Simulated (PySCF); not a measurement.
**Ionising MgTl**

ROHF-MP2; Mg aug-cc-pVDZ, Tl aug-cc-pVDZ-PP with ECP60; scalar-relativistic core potentials (PySCF 2.14). Neutral (ROHF): doublet (π ↑), Re = 3.082 Å, ωe = 123 cm⁻¹, De = 0.28 eV.

MgTl⁺ (RHF): singlet (closed shell), Re = 3.362 Å, ωe = 120 cm⁻¹. The energies at the minima are -371.21070 hartree for MgTl and -371.03114 for MgTl⁺.

(1) Work out the adiabatic ionisation energy, without and with harmonic zero-point energies (1 hartree = 27.2114 eV, 1 eV = 8065.5 cm⁻¹), and the change of the bond length.

Correlated steps freeze 5 core orbitals. Weak bonds: MgTl. Basis-set superposition, not corrected here, can be much of De in a small basis, most of all at correlated wavefunction levels. Spin–orbit coupling is left out, which matters for elements this heavy, above all for dissociation energies. States were picked by a PBE0 search and need not be the measured ground states.

Answers

(1) At MP2: 0.17956 hartree = 4.886 eV between the minima; the zero-point term (120.0 − 123.0)/2 cm⁻¹ = -0.000 eV makes it 4.886 eV. Re changes by +28.0 pm against the neutral. The electron leaves a π orbital, and the longer bond of the ion fits a bonding orbital, or a change in how ionic the bond is.
